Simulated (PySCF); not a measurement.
## Simulated characterisation data

One computed conformer, averaged over atoms made equivalent by symmetry, fast rotation or ring inversion, relativity neglected, no solvent. GIAO PBE0/pcSseg-1 shieldings; PBE0-D3(BJ)/def2-SVP structure; J couplings at B3LYP/pcJ-1; PySCF 2.14.0 with density-fitted response routines.

Scale: $^{1}$H (31.27 ppm) and $^{13}$C (184.41 ppm) vs TMS (reference shieldings calculated alike). Multiplet labels drop J under 1 Hz and among equivalent protons, and merge close values. Unscaled 3J(H,H) run several per cent high. Couplings to H on boron are left out. Carbons bonded to boron are broad in practice. Shifts are as computed. Against solution values, carbons near 30 ppm lie about +2 ppm off and those near 130 ppm about +5 ppm. Of 1211 compounds with measured shifts, 218 miss one by over three times the rms of a fit or turn the order of signals round; such compounds aren't used in these exercises. For the larger molecules the spin–dipole term is left out of H,H and C,H couplings. OH and NH positions are gas-phase values without hydrogen bonding to other molecules.

**1.** `InChI=1S/C2H2O2/c3-1-2-4/h1,3H`. $^{1}$H NMR (400 MHz, computed): δ 6.34 (s, 1H), 0.84 (br s, 1H). $^{13}$C{$^{1}$H} NMR (computed): δ 232.5 (C), 69.9 (CH).

**2.** `Bc1ccco1`, C$_{4}$H$_{5}$BO. $^{1}$H NMR (400 MHz, computed): δ 7.87 (d, J = 1.9 Hz, 1H), 7.68 (d, J = 3.9 Hz, 1H), 6.76 (dd, J = 3.9, 1.9 Hz, 1H), 6.52 (br, 2H). $^{13}$C{$^{1}$H} NMR (computed): δ 172.6 (C), 157.8 (CH), 144.0 (CH), 118.0 (CH).
